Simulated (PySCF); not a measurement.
# P²⁺ (phosphorus, charge +2) across methods

[Ne] 3s2 4s1, 2S determinant (an excited configuration). Computed with PySCF 2.14 in aug-cc-pV(T+d)Z (6s5p4d2f, 55 functions), with no relativity, point nucleus.

```
   method  E (hartree)  mean ε 3s α (eV)  mean ε 3s β (eV)  mean ε 4s α (eV)  Σ⟨r²⟩ (bohr²)   ⟨S²⟩
     TPSS    -339.6269           -38.410           -38.216           -13.450          28.52  0.750
CAM-B3LYP    -339.6290           -41.341           -41.113           -14.699          28.27  0.750
      UHF   -339.11298           -43.119           -42.610           -15.025          29.59  0.750
   r2SCAN    -339.5668           -38.587           -38.467           -13.408          28.84  0.750
  r2SCAN0    -339.5700           -39.913           -39.708           -13.912          28.76  0.750
   revPBE    -339.5577           -38.281           -38.052           -13.481          28.28  0.750
      LDA    -338.3449           -38.543           -38.292           -13.456          28.12  0.750
     PBE0    -339.4850           -39.781           -39.478           -13.980          28.46  0.750
      PBE    -339.4595           -38.370           -38.111           -13.478          28.23  0.750
```

The outer electron is Rydberg-like, and this basis confines it to a smaller radius and binds it less than a complete one would.
